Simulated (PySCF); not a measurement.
WF2, SMILES [W]([F])[F] (connectivity only; charge and spin as stated), neutral, multiplicity 3.

Geometry: B3LYP-D3(BJ)/def2-TZVP. The multiplicity is an assumed one; other spin states were not compared. The def2 effective core potentials stand for the cores of W; spin–orbit coupling is left out.

Calculation: PBE/def2-TZVPD (PySCF).

The molecule is in vacuum.

```json
{
  "total_energy": "-266.73791 hartree",
  "point_group": "D∞h",
  "α spin, highest occupied and lowest empty level": "-6.12 and -4.45 eV",
  "β spin, highest occupied and lowest empty level": "-5.16 and -4.24 eV",
  "dipole_moment": "0.00 D",
  "mean_static_polarisability": "55.1 bohr³ (8.16 Å³)",
  "polarisability_principal_values": "50.1, 57.6, 57.6 bohr³",
  "⟨S²⟩": "2.011 (pure state 2.00)"
}
```
